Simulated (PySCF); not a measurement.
## Electron correlation in Kr²²⁺ (krypton, charge +22)

[Ne] 3s2 3p2, high-spin 3P determinant. Computed with PySCF 2.14 in an uncontracted even-tempered set (17 s from 2.2 bohr⁻², ratio 2.5; 11 p from 2.9 bohr⁻², ratio 2.5; 5 d from 13 bohr⁻², ratio 2.7; 4 f from 20 bohr⁻², ratio 2.7), with no relativity, point nucleus. Frozen: 1s2; 12 electrons correlated; the 18 highest virtual orbitals of each spin left out.

```
  level  correlation energy (mhartree)
   CCSD                        -490.03
    (T)                          -2.14
CCSD(T)                        -492.17
```

Diagnostics: T1 = 0.0016, D1 = 0.0069, largest double amplitude 0.085.

Q: Is a single reference adequate?

A: Mostly. T1 lies below 0.03, but a double amplitude of this size points to a near-degeneracy that CCSD handles and MP2 describes poorly.

At this charge a non-relativistic calculation is a model, useful for the Z dependence of the correlation energy.

Spin-orbit coupling is strong in this species, so the high-spin LS determinant is a model state.
